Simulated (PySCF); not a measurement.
A structure optimised at B3LYP-D3(BJ)/def2-SVP, used in a PySCF frequency run:

```xyz
11

Si    -1.2930    -0.7632     0.4162
N     -2.3462     0.6208     0.2474
Al     0.9223     0.0519    -0.1441
O      2.3280    -0.7134     0.4423
O      0.9412     1.4233    -1.1634
H     -1.3790    -1.2532     1.8273
H     -1.6526    -1.9614    -0.4252
H     -3.3443     0.5255     0.4155
H     -2.1776     1.2474    -0.5348
H      3.2552    -0.5061     0.3030
H      1.6811     1.9332    -1.5031
```

Question: Write its SMILES and formula.

Answer: N[SiH2][Al]([OH])[OH], AlH6NO2Si

Question: What are its rotational constants (standard atomic weights)?

Answer: 4.7414, 1.7249, 1.3071 GHz
